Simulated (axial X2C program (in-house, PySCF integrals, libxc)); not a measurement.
Potential curves of NbCl, with spin–orbit coupling

All values were computed with an in-house relativistic program for diatomic molecules. Two-component (2c) means X2C with spin–orbit coupling and atomic mean-field two-electron Coulomb and Gaunt terms. Basis: Nb dyall-cv3z [11s12p9d5f3g], Cl dyall-av3z [9s8p3d2f] (cores contracted in-house); Gaussian nuclei, density fitting, unrestricted open shells. Masses: Nb 92.906 u, Cl 34.969 u.

State: Ω = 1 (⟨Sz⟩ = 2.00, ⟨Lz⟩ = -1.00 at HF). Energies in cm⁻¹ from the fragments at the same level (Nb + Cl). Fits are polynomials in 1 − R0/R over 0.85 to 1.23 times the lowest point R0.

```tsv
R (Å)	CCSD(T)
2.0912	-31751
2.1601	-33842
2.2291	-34949
2.2980	-35303
2.3784	-35009
2.4589	-34167
2.5623	-32548
```

Correlated methods: 20 electrons correlated (number of frozen shells: Nb 3 s, 2 p, 1 d; Cl 2 s, 1 p), 292 virtual spin orbitals or spinors in MP2, 140 natural virtuals in coupled cluster.

Occupations by symmetry block were frozen at the best pattern of an incomplete PBE0 search. Dissociation energies refer to the lowest single-determinant-based atoms at the same level and basis. CCSD and (T) use frozen natural virtuals with an MP2 correction for the truncation; (T) itself is uncorrected, so its De runs slightly low. PBE0 can misorder states that lie within some tenths of an eV, so this need not be the ground state of the molecule. The nearest other 2c determinant of the search, Ω = 3, lies 0.07 eV up at the distance of the search. With several unpaired electrons one determinant need not be a pure state. Open-shell Ω = 0 determinants with evenly filled partner blocks cannot be reached by this program, so the Ω shown need not be the lowest component. Coupled cluster ran on the points near the minimum only. MP2 and coupled cluster on one determinant become unreliable at the stretched end.

(1) Fit the CCSD(T) curve near its minimum: give the equilibrium distance, the harmonic wavenumber and the well depth.

Answers

(1) At CCSD(T), 2c: Re = 2.303 Å, ωe ≈ 393 cm⁻¹, De = 4.38 eV to Nb + Cl; Be follows as 0.125 cm⁻¹.
